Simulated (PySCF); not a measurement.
**Sn²⁺: excitation energy**

Sn²⁺ [Kr] 4d10 5s2 (1S) → Sn²⁺ [Kr] 4d10 5s1 5d1 (3D), as a difference of total energies. All numbers are calculated (PySCF 2.14, the spin-free X2C one-electron Hamiltonian (Gaussian nucleus), in aug-cc-pwCVTZ-DK3 (10s9p7d4f1g, 109 functions)). Correlated levels: valence: [Kr] 4d10 frozen; valence and next inner shell: [Ar] 3d10 frozen. The calculations carry no spin-orbit coupling.

```csv
method,excitation energy (eV)
UHF,16.049
LDA,17.484
PBE,16.981
PBE0,16.887
r2SCAN,16.861
BHandHLYP,17.099
BP86,17.045
TPSS,16.798
MP2 (valence),16.604
SCS-MP2 (valence),16.836
MP2 (valence and next inner shell),17.732
SCS-MP2 (valence and next inner shell),17.763
```

Problem. How much does correlation contribute at MP2 (valence and next inner shell)?

Solution. 17.732 − (16.049) = 1.683 eV, measured against UHF.

A first-order spin-orbit estimate (lowest level to lowest level, LS coupling) adds -0.029 eV.

The promoted electron is Rydberg-like, and one or two diffuse shells describe it only roughly, which tends to raise the upper state.
